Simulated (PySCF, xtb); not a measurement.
CH₇ClOSi₂, SMILES C[SiH2][Si@@H](O)Cl. The values are those of a single conformer.

Harmonic wavenumbers (cm⁻¹) from GFN2-xTB (xtb 6.7.1) at its own minimum, in rising order: 19, 84, 133, 148, 167, 209, 307, 398, 414, 507, 560, 629, 680, 694, 750, 786, 796, 818, 834, 885, 1368, 1484, 1487, 2172, 2184, 2191, 3032, 3038, 3044, 3622.

Q: What does ωB97X-D3(BJ)/def2-SVP (PySCF) give at its own minimum? (The exact figures need the calculation; the answer reports its results.)

A: 39, 76, 146, 169, 203, 234, 321, 426, 468, 561, 613, 680, 718, 756, 835, 858, 888, 895, 946, 948, 1284, 1445, 1448, 2237, 2246, 2248, 3071, 3175, 3179, 3919. Paired by order, the mean absolute difference is 64 cm⁻¹ and the zero-point energies are 47.8 and 50.1 kcal/mol.
